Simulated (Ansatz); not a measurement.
Ansatz (a first-principles code) input (MP2/6-31G* with LANL2DZ past Ar): The .json file joins the Basis Set Exchange's 6-31G* for atoms up to Ar and LANL2DZ past it.

Ansatz 0.2 input:
```yaml
crystal:
  periodic: [false, false, false]
  atoms:
    - {symbol: In, position_ang: [-0.00000000, -0.00000000, -0.03725241]}
    - {symbol: H, position_ang: [0.00000000, 0.00000000, 1.82536805]}
basis:
  gaussian:
    orbitals: 6-31Gs+LANL2DZ.json
magnetization: {spin_polarized: false}
correlation: {method: mp2, electrons: outside_noble_gas}
relax: {f_tol: 0.003, max_steps: 120}
```

From the last part of the output:

```
reference -63.86060105 eV, -2.3468338023 hartree; 2, 2 occupied and 8, 8 virtual orbitals, 176 factors
densities: 0.03 GiB planned
second order -0.72645588 eV of doubles, -0.00000000 eV of singles
the calculation of the forces begins
relax step   2: F+E_penalty+E_count = -64.58705693 eV  Δ(F+E_penalty+E_count) = -1.627e-4 eV  max|allowed force component| = 6.356e-2 eV/Å  Δτ_max = 0.0098 Å  (28 SCF iters, accepted)
these checks for a lower state are left out or cut short: starts, cluster_reference, orbital_swaps, neighbouring_geometries, increment
integrals: 0.00 GiB planned
176 factors; integrals over basis functions are off by at most 1.3e-4 eV
mean field: 0.03 GiB planned
mean field -63.86250382 eV, -2.3469037280 hartree, gradient 6.8e-7 eV, S^2 0.000000; 0 other end points of the search recorded, 0 dependent functions left out
reference -63.86250382 eV, -2.3469037280 hartree; 2, 2 occupied and 8, 8 virtual orbitals, 176 factors
densities: 0.03 GiB planned
second order -0.72483309 eV of doubles, -0.00000000 eV of singles
the calculation of the forces begins
mean field evaluation 32: about -63.8625 eV, gradient 6.8e-7 eV
relax step   3: F+E_penalty+E_count = -64.58733691 eV  Δ(F+E_penalty+E_count) = -2.800e-4 eV  max|allowed force component| = 2.183e-3 eV/Å  Δτ_max = 0.0045 Å  (29 SCF iters, accepted)
these checks for a lower state are left out or cut short: cluster_reference
integrals: 0.00 GiB planned
176 factors; integrals over basis functions are off by at most 1.3e-4 eV
mean field: 0.03 GiB planned
mean field -63.86250382 eV, -2.3469037280 hartree, gradient 6.8e-7 eV, S^2 0.000000; 1 other end points of the search recorded, 0 dependent functions left out
reference -63.86250382 eV, -2.3469037280 hartree; 2, 2 occupied and 8, 8 virtual orbitals, 176 factors
densities: 0.03 GiB planned
second order -0.72483309 eV of doubles, -0.00000000 eV of singles
the calculation of the forces begins
Total energy: -64.58733691 eV, -2.3735408527 hartree
Atom 0 at     0.000000     0.000000    -0.042560 Å, force    -0.000000     0.000000    -0.002183 eV/Å
Atom 1 at    -0.000000    -0.000000     1.830675 Å, force     0.000000    -0.000000     0.002183 eV/Å
Dipole moment:    -0.000000    -0.000000    -0.159696 e Å
Checks for a lower state left out: cluster_reference
```
